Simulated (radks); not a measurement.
Effect of the nuclear size on the calcium ion Ca+, [Ar] 4s1. Calculated with a radial shooting solver on a logarithmic mesh with Libxc functionals: Dirac Kohn-Sham, PBE, spin-unpolarised, spherical densities, finite nucleus; Fermi nuclear charge, rms radius 3.4776 fm. The rms radius is varied about that value; shifts are against it.

rms radius (fm)  total energy shift (eV)  density at nucleus (e/bohr^3)  1s1/2 shift (meV)  2s1/2 shift (meV)
2.9212                          -0.00890                           6192              -3.75             -0.297
3.2724                          -0.00346                           6174              -1.46             -0.115
3.4776                                 0                           6164              0.000              0.000
3.7036                           0.00405                           6154               1.71              0.135
3.9019                           0.00780                           6146               3.29              0.260

Slopes of the eigenvalues against <r^2> in GHz/fm^2, as finite differences over the two radii next to the reference (eigenvalue slopes, not the field-shift constants of lines): 1s1/2 254, 2s1/2 20.1.
